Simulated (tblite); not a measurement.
Isomers of [C5H5NO3P]- (charge -1). Method: GFN2-xTB as coded in tblite; computed harmonic values from a numerical Hessian at the method's own geometry, unscaled. The method is semi-empirical: single wavenumbers can be off by several per cent or more. One conformer each.

Electronic energies: GFN2-xTB at the same geometries; isomer energies are rough at this level and their order can be wrong.

```
                 SMILES  electronic energy, lowest = 0 (kJ/mol)
O=[P@]([O-])(O)c1ccncc1                                     0.0
O=[P@]([O-])(O)c1cccnc1                                     1.2
O=[P@]([O-])(O)c1ccccn1                                    15.2
```

Task: How do GFN2-xTB zero-point energies change the relative energies?

Result: 
```csv
SMILES,ZPE (kJ/mol),of it from modes above 1550 cm⁻¹,electronic (kJ/mol),"with ZPE, lowest = 0 (kJ/mol)",lowest mode (cm⁻¹),rings
O=[P@]([O-])(O)c1ccncc1,255.8,113.4,0.0,0.0,7i,1
O=[P@]([O-])(O)c1cccnc1,256.0,113.6,1.2,1.3,12,1
O=[P@]([O-])(O)c1ccccn1,255.6,113.2,15.2,14.9,40,1
```

The zero-point energies span 0.4 kJ/mol, from `O=[P@]([O-])(O)c1ccccn1` to `O=[P@]([O-])(O)c1cccnc1`. Slightly imaginary modes are left out of the zero-point energy: `O=[P@]([O-])(O)c1ccncc1` 7.1i cm⁻¹. The order is unchanged.
